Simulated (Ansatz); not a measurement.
A run for Ansatz (a first-principles code): R-wB97M-V/def2-TZVPP on H2OSeTe (SMILES O[Te][SeH]), a point of a torsion scan. Elements past Kr take the def2 small-core potentials; no spin–orbit coupling.

Ansatz 0.2 input:
```yaml
crystal:
  periodic: [false, false, false]
  atoms:
    - {symbol: O, position_ang: [-1.32967141, 0.54041480, -0.39486346]}
    - {symbol: Te, position_ang: [-0.17225696, -0.89910622, -1.11021049]}
    - {symbol: Se, position_ang: [1.56450709, -0.78030131, 0.67040294]}
    - {symbol: H, position_ang: [-1.91317773, 0.21898705, 0.29311563]}
    - {symbol: H, position_ang: [2.70170961, -0.45161679, -0.16094065]}
basis:
  gaussian:
    orbitals: def2-TZVPP
hamiltonian:
  xc: {name: wB97M-V}
scf: {lower_state_search: off}
```

Program output:

```
WARN ansatz: RAYON_NUM_THREADS=1 ignored (pool sized by the plan → 1); use --threads N
Functional definition: wB97M-V
these checks for a lower state are left out or cut short: stability, starts, cluster_reference, orbital_swaps, neighbouring_geometries, increment
integrals: 0.10 GiB planned
1075 factors; their error is unknown
integrals: 0.14 GiB planned
210 factors; integrals over basis functions are off by at most 3.0e-5 eV
mean field: 0.92 GiB planned
mean field evaluation 1: about -74714.6187 eV, gradient 4.7e1 eV
mean field evaluation 2: about -74710.3284 eV, gradient 6.9e1 eV
mean field evaluation 4: about -74718.4664 eV, gradient 1.8e0 eV
mean field evaluation 8: about -74718.4752 eV, gradient 6.9e-2 eV
mean field evaluation 16: about -74718.7513 eV, gradient 5.3e-4 eV
mean field -74718.75128046 eV, -2745.8634633684 hartree, gradient 5.7e-6 eV, S^2 0.000000; 0 other end points of the search recorded, 0 dependent functions left out
reference -74718.75132074 eV, -2745.8634648484 hartree; 34, 34 occupied and 123, 123 virtual orbitals, 1075 factors
Total energy: -74718.75132074 eV, -2745.8634648484 hartree
Checks for a lower state left out: stability, starts, cluster_reference, orbital_swaps, neighbouring_geometries, increment
```

The run converged.

Cost: very roughly 8 core-seconds.
